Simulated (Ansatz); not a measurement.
Consider the ligand exchange at a B–C bond: `CC([SiH3])BCl` + CH₃NH₂ → `CNBCl` + `CC[SiH3]`.

Calculated with Ansatz (gas phase, PBE0-D4/def2-TZVP geometries, no zero-point term in ΔE). CCSD(T)/CBS is the MP2 limit (def2-TZVPP, def2-QZVPP) plus CCSD(T) − MP2 in def2-TZVPP, frozen cores. DFT in def2-TZVPP. B3LYP here is the variant with VWN-RPA as its local correlation; programs differ in this. One conformer a species, not always the lowest.

| level | ΔE (kJ/mol) | difference from CCSD(T)/CBS |
| --- | --- | --- |
| PBE-D4 | -126.3 | -0.3 |
| PBE0-D4 | -126.8 | -0.8 |
| B3LYP-D4 | -131.7 | -5.7 |
| ωB97M-V | -128.0 | -2.0 |
| B2PLYP | -134.3 | -8.3 |
| PBE | -130.4 | -4.4 |
| r2SCAN | -130.1 | -4.1 |
| MP2/def2-TZVPP | -126.2 | -0.2 |
| SCS-MP2/def2-TZVPP | -128.9 | -2.9 |
| CCSD/def2-TZVPP | -128.8 | -2.8 |
| CCSD(T)/def2-TZVPP | -127.1 | -1.1 |
| HF/def2-QZVPP | -138.7 | -12.7 |
| MP2/def2-QZVPP | -125.5 | 0.5 |
| HF/CBS(def2) | -138.7 | -12.7 |
| MP2/CBS(def2) | -125.1 | 0.9 |
| CCSD/CBS(def2) | -127.7 | -1.7 |
| CCSD(T)/CBS | -126.0 | 0 |

Largest T1 diagnostic among the species: 0.011.

The D4 term adds +6.6 kJ/mol with B3LYP and +3.8 kJ/mol with PBE0; it sums over pairs of atoms, weighted by their polarisabilities, and B3LYP, whose exchange is more repulsive, gets the larger term. In def2-TZVPP, CCSD(T) changes the Hartree–Fock value by +11.8 kJ/mol (the triples alone add +1.7 kJ/mol) and MP2 by +12.7 kJ/mol.
